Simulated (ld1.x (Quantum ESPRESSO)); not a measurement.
**platinum (Pt), TM semilocal: configuration errors across variants**

platinum (Pt), norm-conserving Troullier–Martins (semilocal form), made with ld1.x (Quantum ESPRESSO) 7.5 (PBE, scalar-relativistic). Core [Xe], reference 4f13 5d10 6s1 6p0. Waves: 6p (bound, empty): rc 3.25 bohr; 5d (bound): rc 1.75 bohr; 4f (bound): rc 0.60 bohr; 6s (bound): rc 2.35 bohr. Local part: the s channel. Core correction: a·sin(br)/r model core inside 0.40 bohr.

All-electron excitation energies from the reference (eV): (1) 4f14 5d9 6s1 6p0 -68.922; (2) 4f14 5d9 6s0 6p0 -59.728; (3) 4f14 5d8 6s0 6p0 -39.762; (4) 4f14 5d9 6s0 6p1 -63.873; (5) 4f13 5d10 6s0 6p0 9.212; (6) 4f14 5d8 6s1 6p1 -62.354; (7) 4f14 5d9.5 6s0.5 6p0 -69.045.

In the semilocal form every listed channel keeps its own potential, so the choice of the local channel does not act on these tests. It acts once the file is put into the separable form.

A semilocal file is local in each channel, so a ghost entry of none says nothing of the separable form that plane-wave codes build from it.

3 further variants failed, have other tests or another functional or relativity, and are left out.

Errors AE − PS in meV (a dash: test not solved or not reliable):

```csv
change,(1),(2),(3),(4),(5),(6),(7),bound ghosts
base,-1525,-1769,-1655,-1650,-17,-1314,-1687,not determined
wave 5d (bound): rc 1.75 bohr becomes 5d (bound): rc 2.22 bohr,-1659,-1893,-1774,-1777,-16,-1441,-1822,not determined
wave 6s (bound): rc 2.35 bohr becomes 6s (bound): rc 2.20 bohr,-1525,-1769,-1656,-1650,-17,-1314,-1687,not determined
local potential the f channel,-1525,-1769,-1655,-1650,-17,-1314,-1687,not determined
wave 4f (bound): rc 0.60 bohr becomes 4f (bound): rc 0.50 bohr,-1554,-1796,-1683,-1678,-17,-1343,-1715,not determined
```

Q: Give the same row for: wave 6p (bound): rc 3.25 bohr becomes 6p (bound): rc 4.38 bohr.

A: -1525, -1769, -1655, -1652, -17, -1298, -1687; bound ghosts: not determined.
